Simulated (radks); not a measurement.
Results of a calculation; reference values are marked as such.
The cobalt ion Co+, configuration [Ar] 3d8 (the NIST ground configuration).

Code: a radial shooting solver on a logarithmic mesh with Libxc functionals. Model: scalar-relativistic Kohn-Sham, LDA (Slater exchange, VWN5 correlation), spin-polarised, spherical densities, finite nucleus; open shells are filled with parallel spins first; Fermi nuclear charge, rms radius 3.7875 fm.

Energy parts (eV):
total: -37839.302
kinetic: 38309.826
electron-nucleus: -90624.750
Hartree: 16026.897
exchange-correlation: -1551.276

Orbitals (lengths in bohr, moments of r in powers of bohr; <r^-3> diverges for s and p1/2; r(max) is where P^2 peaks):
orbital  occ.  eigenvalue (eV)  <r^-3>       <r^4>   r(max)     <r^2>
1s up       1        -7579.911       -  0.00004665  0.03684  0.004260
1s down     1        -7579.903       -  0.00004664  0.03684  0.004260
2s up       1        -899.9596       -     0.01045   0.2135   0.07742
2s down     1        -898.9479       -     0.01042   0.2135   0.07732
2p up       3        -772.2945   548.2    0.007892   0.1720   0.06235
2p down     3        -771.5150   549.0    0.007862   0.1719   0.06224
3s up       1        -106.0553       -      0.8085   0.6702    0.7019
3s down     1        -104.0472       -      0.8167   0.6706    0.7047
3p up       3         -69.8369   68.65       1.155   0.6797    0.8032
3p down     3         -67.8811   68.16       1.177   0.6804    0.8091
3d up       5         -13.3156   5.543       8.601   0.6731     1.704
3d down     3         -11.6235   5.320       10.99   0.6780     1.878

The highest occupied level is 3d down at -11.623 eV. The density falls to 0.001 e/bohr^3 at r = 3.43 bohr.
